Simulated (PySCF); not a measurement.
**Working out the excitation energy of N⁺**

N⁺ [He] 2s2 2p2 (3P) → N⁺ [He] 2s1 2p3 (5S). All numbers are calculated (PySCF 2.14, the spin-free X2C one-electron Hamiltonian (Gaussian nucleus), in aug-cc-pVDZ-DK). Frozen: 1s2. Energies in hartree (1 hartree = 27.21139 eV):

```json
{"part": "UHF", "N⁺ (lower)": "-53.910695", "N⁺ (upper)": "-53.759335"}
{"part": "CCSD correlation", "N⁺ (lower)": "-0.077220", "N⁺ (upper)": "-0.022724"}
{"part": "(T)", "N⁺ (lower)": "-0.000870", "N⁺ (upper)": "-0.000099"}
```

What does Hartree-Fock give?

(-53.759335) − (-53.910695) = 0.151360 hartree = 4.119 eV.

What do CCSD and CCSD(T) give?

The CCSD correlation energies differ by 0.054496 hartree = 1.483 eV and the triples by 0.000771 hartree = 0.021 eV, so CCSD gives 5.602 eV and CCSD(T) 5.623 eV.

Measured between the centres of the two terms (NIST): 5.790 eV, so CCSD(T) (valence) is off by -0.167 eV.

A double-zeta basis recovers only part of the correlation energy.

What remains against the reference includes basis incompleteness, the frozen core and higher excitations.
